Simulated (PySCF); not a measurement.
## Radial density of Rh⁺ (rhodium, charge +1)

wB97M-V, [Kr] 4d7 5p1, one real determinant (an excited configuration). All numbers are calculated (PySCF 2.14, scalar relativity by spin-free X2C-1e, in x2c-QZVPPall (13s8p7d4f2g, 118 functions)).

```csv
r (bohr),4πr²ρ (e/bohr),4πr²(ρα − ρβ)
0.0321,53.27,0.0020
0.0540,50.57,0.0131
0.0908,70.63,0.0798
0.153,55.26,0.3479
0.257,52.77,0.5695
0.432,39.64,0.0155
0.726,14.37,1.1391
1.22,12.23,2.3596
2.06,2.637,1.0126
3.46,0.4588,0.3596
5.82,0.07647,0.0758
9.78,0.0002702,0.0003
```

Densities and radii are taken from the X2C orbitals without a picture-change correction, which distorts them close to the nucleus.

⟨L²⟩ = 13.79 against 20 for a pure G term, so this real determinant mixes terms.
